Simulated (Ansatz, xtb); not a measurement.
**Relative energy of two structures of CH6BISi**

Structure X: a singlet given by its coordinates. Structure Y: `BC[SiH2]I`, a singlet. Both are isolated molecules in the gas phase, relaxed with PBE-D3(BJ)/def2-SVP; the shapes shown needn't be the lowest conformers.

X (Å):

```tsv
atom	x (Å)	y (Å)	z (Å)
C	0.4767	-2.3361	2.1896
B	1.6743	-1.9375	1.2562
I	2.4751	0.7228	1.8137
Si	1.5455	-0.5555	-0.1659
H	0.7887	-2.5402	3.2337
H	-0.3862	-1.6419	2.1923
H	0.1079	-3.3108	1.7868
H	2.7593	-2.4861	1.3407
H	0.2530	0.1109	-0.5518
H	2.5389	-0.4238	-1.2859
```

Close contacts (Å): C1–B2 1.57, B2–I3 2.83, B2–Si4 1.99, I3–Si4 2.53, C1–H5 1.11, C1–H6 1.11, C1–H7 1.12, B2–H8 1.22, Si4–H9 1.50, Si4–H10 1.50.

Y (Å):

| atom | x (Å) | y (Å) | z (Å) |
| --- | --- | --- | --- |
| C | -1.2327 | -1.6309 | 0.6417 |
| B | -2.0808 | -1.9290 | 1.9042 |
| I | -4.4645 | -0.9755 | -0.8717 |
| Si | -2.1465 | -0.2887 | -0.3452 |
| H | -2.8341 | -2.8825 | 1.9430 |
| H | -2.0399 | -1.1720 | 2.8585 |
| H | -1.0812 | -2.4835 | -0.0507 |
| H | -0.2672 | -1.1202 | 0.8574 |
| H | -2.2255 | 0.9873 | 0.4392 |
| H | -1.4445 | -0.0457 | -1.6507 |

Task: Which of the two would you expect CCSD(T)/def2-SVP + ΔMP2/def2-TZVPP electronic energies to favour?

Result: Structure Y; the calculation gives E(Y) − E(X) = −0.272 eV.

Level by level:

```tsv
level	geometry	E(Y) − E(X) (eV)	departure from the last row (eV)	job, with rough time for the two
PBE-D3(BJ)/def2-SVP	PBE-D3(BJ)/def2-SVP	−0.049	+0.224	optimisation, 56 s
HF/def2-SVP	PBE-D3(BJ)/def2-SVP	−0.464	−0.192	part of the CCSD(T) run
MP2/def2-SVP	PBE-D3(BJ)/def2-SVP	−0.300	−0.028	part of the CCSD(T) run
CCSD(T)/def2-SVP	PBE-D3(BJ)/def2-SVP	−0.244	+0.029	single point
CCSD(T)/def2-SVP + ΔMP2/def2-TZVPP	PBE-D3(BJ)/def2-SVP	−0.272		single point, 43 s
```

None of the levels shown reverses the order. The largest departure from CCSD(T)/def2-SVP + ΔMP2/def2-TZVPP is that of PBE-D3(BJ)/def2-SVP, 0.224 eV. Levels run at GFN2-xTB geometries aren't shown. The last row adds to CCSD(T) the change of the MP2 difference between the two basis sets, here −0.029 eV.

With harmonic frequencies from PBE-D3(BJ)/def2-SVP (ideal gas, rigid rotor, one conformer each, 298.15 K, 1 atm): on the last row, ΔE + ΔZPE = −0.300 eV. A mode under 50 cm⁻¹ makes harmonic enthalpies and free energies unreliable, so none is given.

The correlated steps freeze 11 core orbitals; the filled d shell of I is correlated, in a basis made for valence electrons. Atoms past krypton carry core potentials in the def2 sets and no spin–orbit term is included. Programs: Ansatz 0.2.0; the last row on 2 threads of Intel(R) Xeon(R) Processor @ 2.70GHz on a shared host.
